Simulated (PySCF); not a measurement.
# Worked example: entropy of an ideal gas

C2H2BrCl, SMILES C(=C/Br)/Cl.

Geometry optimised at B3LYP-D3(BJ)/def2-SVP.

B3LYP-D3(BJ)/def2-SVP (PySCF) gives the harmonic wavenumbers 139, 399, 514, 653, 695, 820, 902, 1181, 1285, 1652, 3198, 3223 cm⁻¹ and the rotational temperatures 0.4843, 0.0771, 0.0665 K. The molar mass is 141.39 g/mol, the symmetry number 1, the spin multiplicity 1.

Task: Work out the entropy at 298.15 K and 1 atm in the rigid-rotor, harmonic-oscillator model.

Result: 
Translation (Sackur–Tetrode at 1 atm): S = R[1.5 ln M + 2.5 ln T − 1.16487] = 170.5 J/(mol K).
Rotation: q = (√π/σ) T^1.5/√(θA θB θC) = 183000, S = R[ln q + 3/2] = 113.2 J/(mol K).
Vibration: with u = 1.4388 ν/T, each mode gives R[u/(e^u − 1) − ln(1 − e^−u)]:
| ν (cm⁻¹) | modes | u | S (J/(mol K)) |
|---|---|---|---|
| 139 | 1 | 0.67 | 11.79 |
| 399 | 1 | 1.93 | 4.04 |
| 514 | 1 | 2.48 | 2.61 |
| 653 | 1 | 3.15 | 1.54 |
| 695 | 1 | 3.35 | 1.31 |
| 820 | 1 | 3.96 | 0.80 |
| 902 | 1 | 4.35 | 0.58 |
| 1181 | 1 | 5.70 | 0.19 |
| 1285 | 1 | 6.20 | 0.12 |
| 1652 | 1 | 7.97 | 0.03 |
The stiffer modes add less than 0.005 each. Sum 23.0 J/(mol K).
Spin: R ln 1 = 0.0 J/(mol K).
Total 306.7 J/(mol K); the program's own thermochemistry gives 306.7. Translation makes up 56 % and vibration 7 %. Anharmonicity, hindered rotation and orbital degeneracy are left out.
